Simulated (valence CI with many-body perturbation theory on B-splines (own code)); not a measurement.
# Energy levels of Cs LI

Calculated by relativistic CI+MBPT: three valence electrons over a frozen Dirac-Fock core [He], radial functions for each j: 11 s, 11 p, 10 d, 8 f, 5 g, 2 h, with the one-electron correlation potential Σ1 (screened to all orders), the two-electron term Σ2, the three-electron term Σ3, Breit, model QED; selected single and double excitations, second order for the rest, scaled by the run's own slope (own B-spline code, finite nucleus).

No measured spectrum was set against this ion. As an estimate, large intervals hold to a few tenths of a per cent, small ones and those within an open d or f shell to about a per cent.

Levels 46 to 90 of 169, with energies above the lowest level, (2s^2 2p1/2) J=1/2. "Leading %" is the weight of the configuration and term that name the level; weights of strongly mixed levels are sums over their largest components and can fall short, so below about 35 % the name and the second component can differ from the true leading terms, or belong to a minority configuration. In the jj column 3d3/2^4 stands for four electrons in 3d with j = 3/2. Lifetimes count E1, E2, E3, M1 and M2 decay at the calculated energies, and are blank where another channel may lead or the interval is too uncertain; long ones can be off by a factor of two.

```tsv
No.	Configuration	Term	J	E (eV)	Leading %	g	Leading jj	Lifetime
46	2s 2p 3p	2D	5/2	5968.0	40	1.320	2s 2p3/2 3p1/2 (93 %)	7.89 fs
47	2p2 3d	2D	5/2	5969.7	31	1.204	2p1/2^2 3d5/2 (91 %)	2.48 fs
48	2s 2p 3s	2P°	1/2	5972.1	91	0.806	2s 2p3/2 3s (98 %)	10.2 fs
49	2s 2p 3s	2P°	3/2	5975.8	84	1.378	2s 2p3/2 3s (98 %)	21.3 fs
50	2s 2p 3p	2P	1/2	6029.9	53	1.207	2s 2p3/2 3p1/2 (97 %)	9.68 fs
51	2s 2p 3p	2D	3/2	6031.4	62	0.971	2s 2p3/2 3p1/2 (97 %)	12.0 fs
52	2s 2p 3p	4D	7/2	6066.1	100	1.414	2s 2p3/2 3p3/2 (100 %)	1.65 ps
53	2s 2p 3p	2P	3/2	6067.8	39	1.489	2s 2p3/2 3p3/2 (82 %)	10.0 fs
54	2s 2p 3p	2S	1/2	6078.2	30	1.390	2s 2p3/2 3p3/2 (61 %)	6.73 fs
55	2s 2p 3p	4P	5/2	6080.7	36	1.367	2s 2p3/2 3p3/2 (77 %)	8.83 fs
56	2p2 3s	4P	3/2	6091.6	78	1.633	2p1/2 2p3/2 3s (86 %)	21.7 fs
57	2p2 3s	2D	5/2	6108.4	42	1.355	2p1/2 2p3/2 3s (67 %)	29.3 fs
58	2p2 3s	2P	1/2	6109.9	40	1.347	2p1/2 2p3/2 3s (60 %)	6.97 fs
59	2p2 3s	2D	3/2	6111.4	56	1.024	2p1/2 2p3/2 3s (89 %)	13.9 fs
60	2s 2p 3d	4D°	5/2	6116.4	44	1.227	2s 2p3/2 3d3/2 (94 %)	1.84 fs
61	2s 2p 3d	4D°	3/2	6117.6	35	1.305	2s 2p3/2 3d3/2 (82 %)	1.55 fs
62	2s 2p 3d	4P°	1/2	6117.9	59	2.092	2s 2p3/2 3d3/2 (69 %)	1.66 fs
63	2s 2p 3d	4F°	7/2	6122.7	48	1.257	2s 2p3/2 3d3/2 (85 %)	2.40 fs
64	2s 2p 3d	4F°	9/2	6136.8	100	1.320	2s 2p3/2 3d5/2 (100 %)	60.8 ps
65	2p2 3p	4P°	1/2	6138.4	31	1.887	2p1/2 2p3/2 3p1/2 (69 %)	23.0 fs
66	2s 2p 3p	2D	5/2	6140.5	68	1.253	2s 2p3/2 3p3/2 (89 %)	11.2 fs
67	2p2 3p	4D°	3/2	6141.5	45	1.196	2p1/2 2p3/2 3p1/2 (81 %)	10.7 fs
68	2p2 3p	2F°	5/2	6149.4	44	1.072	2p1/2 2p3/2 3p1/2 (91 %)	5.01 fs
69	2s 2p 3p	2P	3/2	6151.9	56	1.212	2s 2p3/2 3p3/2 (93 %)	11.7 fs
70	2s 2p 3p	2S	1/2	6153.3	63	1.727	2s 2p3/2 3p3/2 (98 %)	227 fs
71	2s 2p 3d	2D°	5/2	6154.9	44	1.310	2s 2p3/2 3d5/2 (99 %)	2.57 fs
72	2s 2p 3d	2D°	3/2	6158.3	46	1.105	2s 2p3/2 3d5/2 (81 %)	3.21 fs
73	2s 2p 3d	2F°	7/2	6164.3	64	1.230	2s 2p3/2 3d5/2 (85 %)	1.50 fs
74	2s 2p 3d	2P°	1/2	6177.3	73	0.703	2s 2p3/2 3d5/2 (91 %)	1.80 fs
75	2p2 3p	2P°	3/2	6177.9	41	1.331	2p1/2 2p3/2 3p1/2 (98 %)	5.44 fs
76	2s 2p 3d	2F°	5/2	6189.1	66	0.941	2s 2p3/2 3d3/2 (94 %)	2.57 fs
77	2s 2p 3d	2D°	3/2	6192.2	62	0.944	2s 2p3/2 3d3/2 (81 %)	1.82 fs
78	2s 2p 3d	2P°	1/2	6196.2	89	0.617	2s 2p3/2 3d3/2 (92 %)	2.31 fs
79	2s 2p 3d	2F°	7/2	6210.6	77	1.175	2s 2p3/2 3d5/2 (96 %)	5.90 fs
80	2s 2p 3d	2D°	5/2	6223.2	64	1.142	2s 2p3/2 3d5/2 (96 %)	1.49 fs
81	2s 2p 3d	2P°	3/2	6225.7	77	1.283	2s 2p3/2 3d5/2 (97 %)	2.15 fs
82	2p2 3p	4D°	5/2	6249.0	52	1.413	2p1/2 2p3/2 3p3/2 (99 %)	7.19 fs
83	2p2 3p	2P°	1/2	6253.3	34	1.613	2p1/2 2p3/2 3p3/2 (99 %)	7.08 fs
84	2p2 3p	2D°	3/2	6258.8	52	1.165	2p1/2 2p3/2 3p3/2 (98 %)	6.91 fs
85	2p2 3p	2F°	7/2	6265.4	60	1.233	2p1/2 2p3/2 3p3/2 (97 %)	8.25 fs
86	2p2 3p	2P°	3/2	6275.5	37	1.397	2p1/2 2p3/2 3p3/2 (99 %)	6.93 fs
87	2p2 3p	2D°	5/2	6284.6	61	1.181	2p1/2 2p3/2 3p3/2 (98 %)	6.95 fs
88	2p2 3d	4F	3/2	6290.7	43	0.927	2p1/2 2p3/2 3d3/2 (99 %)	7.27 fs
89	2p2 3d	4F	5/2	6292.1	54	0.965	2p1/2 2p3/2 3d3/2 (98 %)	19.6 fs
90	2p2 3d	4D	1/2	6294.6	80	0.230	2p1/2 2p3/2 3d3/2 (100 %)	13.9 fs
```

Where two levels of one J and parity lie close, their mixing, g and order are uncertain.
